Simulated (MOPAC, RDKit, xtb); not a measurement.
Two conformers of CH5BO2 (SMILES COBO), B3LYP-D3(BJ)/def2-TZVP minima.
Conformer 1 (charge 0, multiplicity 1):
```xyz
9

C      1.2494    -0.2072     0.4354
O      0.4217     0.8376    -0.0763
B     -0.8653     0.6061    -0.4154
O     -1.3954    -0.6471    -0.2700
H      0.8377    -0.6123     1.3613
H      1.3457    -1.0179    -0.2887
H      2.2292     0.2240     0.6311
H     -1.5074     1.5202    -0.8380
H     -2.3158    -0.7032    -0.5395
```
Conformer 2 (charge 0, multiplicity 1):
```xyz
9

C     -1.44456     0.10421     0.09830
O     -0.16801     0.66369    -0.16421
B      0.96972    -0.05839    -0.06912
O      2.13926     0.58442    -0.34448
H     -1.37320    -0.95077     0.37433
H     -2.06458     0.20012    -0.79417
H     -1.91388     0.65705     0.91332
H      0.94630    -1.21691     0.24491
H      2.90896     0.01660    -0.25888
```

No zero-point or thermal terms.

The state that AM1, PM3 reach isn't checked.

Codes used: MOPAC for AM1, PM3 (differences of heats of formation); RDKit for the force fields; xtb for the GFN methods. Each number belongs to the level named beside it.

One of these levels gives 6.20 kcal/mol for the electronic energy of conformer 2 less that of conformer 1. Which?
A. UFF
B. PM3
C. GFN1-xTB
D. AM1

D, AM1. The others give 1.75 (UFF), 5.60 (PM3), 3.60 (GFN1-xTB)
